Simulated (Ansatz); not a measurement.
Computed with Ansatz on PBE0-D4/def2-TZVP structures; ΔE is electronic, products minus reactants. CBS: MP2 limit from def2 TZ/QZ plus the TZ coupled-cluster correction, frozen cores. Functionals use def2-TZVPP. B3LYP here is the variant with VWN-RPA as its local correlation; programs differ in this. For Ga outer-core shells are correlated without core-valence functions, which leaves a few kJ/mol of doubt a bond. Scalar relativity is left out up to krypton. Each species was taken in one conformer, which may not be the lowest.

Consider the ligand exchange at the Si–O bond: `[OH][Ga]([Cl])[O][SiH3]` + `[OH][Al]([Cl])[Cl]` → `[SiH3][O][Al]([Cl])[Cl]` + `[OH][Ga]([OH])[Cl]`.

```json
{"level": "PBE-D4", "ΔE (kJ/mol)": "-8.2", "difference from CCSD(T)/CBS": "0.8"}
{"level": "r2SCAN-D4", "ΔE (kJ/mol)": "-9.0", "difference from CCSD(T)/CBS": "0.0"}
{"level": "PBE0-D4", "ΔE (kJ/mol)": "-8.8", "difference from CCSD(T)/CBS": "0.2"}
{"level": "B3LYP-D4", "ΔE (kJ/mol)": "-9.2", "difference from CCSD(T)/CBS": "-0.2"}
{"level": "ωB97X-V", "ΔE (kJ/mol)": "-9.0", "difference from CCSD(T)/CBS": "0.0"}
{"level": "ωB97M-V", "ΔE (kJ/mol)": "-8.9", "difference from CCSD(T)/CBS": "0.1"}
{"level": "B2PLYP", "ΔE (kJ/mol)": "-10.1", "difference from CCSD(T)/CBS": "-1.1"}
{"level": "PBE", "ΔE (kJ/mol)": "-9.5", "difference from CCSD(T)/CBS": "-0.5"}
{"level": "r2SCAN", "ΔE (kJ/mol)": "-9.2", "difference from CCSD(T)/CBS": "-0.2"}
{"level": "PBE0", "ΔE (kJ/mol)": "-9.9", "difference from CCSD(T)/CBS": "-0.9"}
{"level": "B3LYP", "ΔE (kJ/mol)": "-11.5", "difference from CCSD(T)/CBS": "-2.5"}
{"level": "HF/def2-TZVPP", "ΔE (kJ/mol)": "-11.9", "difference from CCSD(T)/CBS": "-2.9"}
{"level": "MP2/def2-TZVPP", "ΔE (kJ/mol)": "-7.9", "difference from CCSD(T)/CBS": "1.1"}
{"level": "SCS-MP2/def2-TZVPP", "ΔE (kJ/mol)": "-8.6", "difference from CCSD(T)/CBS": "0.4"}
{"level": "CCSD/def2-TZVPP", "ΔE (kJ/mol)": "-8.9", "difference from CCSD(T)/CBS": "0.1"}
{"level": "CCSD(T)/def2-TZVPP", "ΔE (kJ/mol)": "-8.1", "difference from CCSD(T)/CBS": "0.9"}
{"level": "HF/def2-QZVPP", "ΔE (kJ/mol)": "-12.4", "difference from CCSD(T)/CBS": "-3.4"}
{"level": "MP2/def2-QZVPP", "ΔE (kJ/mol)": "-8.6", "difference from CCSD(T)/CBS": "0.4"}
{"level": "SCS-MP2/def2-QZVPP", "ΔE (kJ/mol)": "-9.3", "difference from CCSD(T)/CBS": "-0.3"}
{"level": "HF/CBS(def2)", "ΔE (kJ/mol)": "-12.5", "difference from CCSD(T)/CBS": "-3.5"}
{"level": "MP2/CBS(def2)", "ΔE (kJ/mol)": "-8.8", "difference from CCSD(T)/CBS": "0.2"}
{"level": "CCSD/CBS(def2)", "ΔE (kJ/mol)": "-9.9", "difference from CCSD(T)/CBS": "-0.9"}
{"level": "CCSD(T)/CBS", "ΔE (kJ/mol)": "-9.0", "difference from CCSD(T)/CBS": "0"}
```

Largest T1 diagnostic among the species: 0.013.

In def2-TZVPP, CCSD(T) changes the Hartree–Fock value by +3.8 kJ/mol (the triples alone add +0.8 kJ/mol) and MP2 by +4.0 kJ/mol.
